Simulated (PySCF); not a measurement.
BrGeH3Te, SMILES [GeH3][Te]Br.

Geometry optimised at B3LYP-D3(BJ)/def2-SVP. This is a generated structure with no PubChem entry under its InChIKey; it may be hypothetical. The def2 effective core potentials stand for the cores of Te; spin–orbit coupling is left out.

All values below come from PySCF 2.14.0 with TDA-LC-ωPBE/def2-SVPD.

Vertical excitations. The molecule is in vacuum. State labels are in the subgroup Cs.

**Question.** Estimate the UV-visible absorptions. (The exact figures need the calculation; the answer reports its results.)

**Answer.** 
```tsv
state	symmetry	energy (eV)	λ (nm)	f	main pairs
S1	A"	2.28	544	0.000	HOMO→LUMO 97 %
S2	A'	3.96	313	0.004	HOMO−1→LUMO 96 %
S3	A"	4.51	275	0.005	HOMO→LUMO+1 81 %
S4	A"	4.97	249	0.000	HOMO−2→LUMO 87 %
S5	A'	5.52	224	0.015	HOMO−3→LUMO 80 %, HOMO−4→LUMO 14 %
S6	A"	6.46	192	0.060	HOMO→LUMO+2 66 %, HOMO→LUMO+3 17 %
S7	A'	6.62	187	0.190	HOMO−1→LUMO+1 64 %, HOMO→LUMO+6 19 %
S8	A"	6.99	177	0.001	HOMO→LUMO+7 25 %, HOMO→LUMO+4 23 %, HOMO→LUMO+3 19 %, HOMO→LUMO+2 15 %
S9	A'	7.09	175	0.359	HOMO−4→LUMO 51 %, HOMO→LUMO+6 11 %, HOMO→LUMO+5 9 %
S10	A"	7.27	170	0.009	HOMO→LUMO+3 39 %, HOMO→LUMO+4 35 %, HOMO→LUMO+10 6 %
T1	A"	1.53	812	0	HOMO→LUMO 96 %
T2	A'	3.30	376	0	HOMO−1→LUMO 95 %
T3	A"	3.98	312	0	HOMO→LUMO+1 80 %
T4	A"	4.33	286	0	HOMO−2→LUMO 88 %
```
Triplets are in the Tamm–Dancoff approximation.
